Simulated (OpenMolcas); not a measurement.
**Cu4+: effect of the basis set**

| Property | Result |
| --- | --- |
| Program | OpenMolcas |
| Method | MS-CASPT2, IPEA 0.25 Eh, imaginary shift 0.1 Eh (closed shells correlated: 3s 3p) |
| Active space | 7 electrons in 5 orbitals (3d) |
| State averaging | 2S+1 = 4 even, 10 roots; 2S+1 = 2 even, 40 roots |
| Spin-orbit coupling | RASSI with atomic mean-field integrals over the reference wave functions, term energies averaged over their components |

A. ANO-RCC-VDZP [5s4p2d1f], DKH2, point nucleus; CASPT2 step roughly 5 core-seconds
B. ANO-RCC-VTZP [6s5p3d2f1g], DKH2, point nucleus; CASPT2 step roughly 9 core-seconds
C. ANO-L-VTZP [6s5p3d2f1g], non-relativistic, point nucleus; CASPT2 step about 21 core-seconds
D. ANO-R2 [6s4p4d2f1g], X2C, finite nucleus; CASPT2 step roughly 14 core-seconds
E. ANO-RCC-VQZP [7s6p4d3f2g1h], DKH2, point nucleus; CASPT2 step of the order of 22 core-seconds
F. ANO-R3 [7s5p5d3f2g1h], X2C, finite nucleus; CASPT2 step roughly 25 core-seconds

Energies in cm⁻¹ above 3d⁷ ⁴F_9/2, the measured ground level; measured values from Sugar and Musgrove, J. Phys. Chem. Ref. Data 19, 527 (1990).

| Level | A | B | C | D | E | F | Measured |
| --- | --- | --- | --- | --- | --- | --- | --- |
| 3d⁷ ⁴F_9/2 | 0.0 | 0.0 | 0.0 | 0.0 | 0.0 | 0.0 | 0.0 |
| 3d⁷ ⁴F_7/2 | 1663 | 1554 | 1585 | 1554 | 1552 | 1567 | 1616 |
| 3d⁷ ⁴F_5/2 | 2850 | 2660 | 2720 | 2660 | 2660 | 2690 | 2759 |
| 3d⁷ ⁴F_3/2 | 3640 | 3410 | 3480 | 3410 | 3410 | 3440 | 3528 |
| 3d⁷ ⁴P_5/2 | 22300 | 20900 | 21300 | 20810 | 20730 | 20910 | 20827 |
| 3d⁷ ⁴P_3/2 | 22430 | 21120 | 21500 | 21050 | 20940 | 21110 | 21066 |
| 3d⁷ ²G_9/2 | 23250 | 22330 | 22660 | 22350 | 22010 | 22170 | 22575 |
| 3d⁷ ⁴P_1/2 | 23480 | 22030 | 22460 | 21950 | 21860 | 22050 | 21935 |
| 3d⁷ ²G_7/2 | 24820 | 23810 | 24160 | 23830 | 23490 | 23660 | 24100 |
| 3d⁷ ²P_3/2 [74 %] | 27770 | 26750 | 27060 | 26820 | 26490 | 26620 | 27016 |
| 3d⁷ ²P_1/2 | 29100 | 28020 | 28340 | 28120 | 27770 | 27900 | 28367 |
| 3d⁷ ²D_5/2(1) | 31840 | 30940 | 31270 | 30960 | 30570 | 30730 | 30966 |
| 3d⁷ ²H_11/2 | 32110 | 30710 | 31130 | 30700 | 30360 | 30470 | 30402 |
| 3d⁷ ²H_9/2 | 33550 | 32060 | 32510 | 32050 | 31710 | 31830 | 31823 |
| 3d⁷ ²D_3/2(1) | 34330 | 33190 | 33580 | 33220 | 32830 | 33010 | 33292 |
| 3d⁷ ²F_5/2 | 52130 | 49690 | 50260 | 49560 | 49140 | 49320 | 49490 |
| 3d⁷ ²F_7/2 | 52850 | 50360 | 50940 | 50240 | 49810 | 50000 | 50072 |
| 3d⁷ ²D_3/2(2) | 80930 | 78180 | 78860 | 78020 | 77440 | 77590 | 76838 |
| 3d⁷ ²D_5/2(2) | 81830 | 78960 | 79660 | 78810 | 78230 | 78390 | 77668 |

Deviations, from unrounded energies. A percentage is the sum of absolute deviations over the sum of measured energies, with the sign that they share, or ± where signs differ.

```json
{"Against measurement": "mean absolute deviation (cm-1)", "Levels": "18", "A": "1500", "B": "300", "C": "520", "D": "250", "E": "310", "F": "250"}
{"Against measurement": "fine structure of the ground term (%)", "Levels": "3", "A": "+3.2", "B": "-3.4", "C": "-1.5", "D": "-3.4", "E": "-3.6", "F": "-2.7"}
{"Against measurement": "other terms of the ground configuration (%)", "Levels": "15", "A": "+4.8", "B": "±0.9", "C": "±1.7", "D": "±0.8", "E": "±1.0", "F": "±0.8"}
```

D, F lie about equally close to measurement and A furthest from it. The largest miss of D in the table is 3d⁷ ²D_3/2(2), by +1200 cm-1. The ranking rests on the paired levels alone, and a cruder setting can come out closer through cancelling errors.

The two smallest mean deviations differ by little beside CASPT2's spread within terms, so their order carries little weight.

Among A to F the level of the table that moves most is 3d⁷ ²D_5/2(2), by 3600 cm-1 (lowest in E, highest in A). Moves below CASPT2's spread within the term are not significant.

Term energies are means over components that CASPT2 splits; among the terms shown or strongly mixed into the levels shown the widest spread is 960 cm-1 (3d⁷ ⁴F, C). The CASPT2 spread within a term exceeds the gap to the next term for 3d⁷ ²D(1) and 3d⁷ ²H, so the order of their levels is uncertain (figures for A; the like holds for B, C, D, E, F). The basis is small and was not contracted for so high a charge (holds for A). Measured partners are found by configuration, term and J. A level has none where our copy of the source lacks it or the pairing is in doubt (some pairs that miss far off the trend of their configuration count as doubtful), and it then counts in no deviation. Only configurations of the active space appear.

A share in square brackets marks a mixed level and gives the weight of the term that names it, the lowest over the columns. A number in round brackets counts repeated terms of one configuration in the order of the reference energies.
